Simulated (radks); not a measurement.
Values are calculated unless marked as measured or tabulated.
All-electron atom: Pd in [Kr] 4d10. Level of theory: scalar-relativistic Kohn-Sham, LDA (Slater exchange, Perdew-Wang correlation), spin-unpolarised, spherical densities, finite nucleus; Fermi nuclear charge, rms radius 4.5318 fm (a radial shooting solver on a logarithmic mesh with Libxc functionals).

Unscreened Slater integrals over Kohn-Sham orbitals (hartree). Empty in this configuration: 5s.

F0(4d,4d): 0.58261
F2(4d,4d): 0.27663
F4(4d,4d): 0.17693
F0(4d,4p): 0.68956
F2(4d,4p): 0.32264
G1(4d,4p): 0.39948
G3(4d,4p): 0.24133
F0(4d,4s): 0.71104
G2(4d,4s): 0.28655
F0(4d,3d): 0.82064
F2(4d,3d): 0.14344
F4(4d,3d): 0.061512
G0(4d,3d): 0.044172
G2(4d,3d): 0.050704
G4(4d,3d): 0.038445
F0(4d,5s): 0.33512
G2(4d,5s): 0.062676
F0(4p,4p): 0.86333
F2(4p,4p): 0.45023
F0(4p,4s): 0.90359
G1(4p,4s): 0.61066
F0(4p,3d): 1.1235
F2(4p,3d): 0.26323
G1(4p,3d): 0.083484
G3(4p,3d): 0.081300
F0(4p,5s): 0.35082
G1(4p,5s): 0.016762
F0(4s,4s): 0.95051
F0(4s,3d): 1.2149
G2(4s,3d): 0.098750
F0(4s,5s): 0.35308
G0(4s,5s): 0.010675
F0(3d,3d): 2.5413
F2(3d,3d): 1.2619
F4(3d,3d): 0.80402
F0(3d,5s): 0.36722
G2(3d,5s): 0.0053107
F0(5s,5s): 0.27034
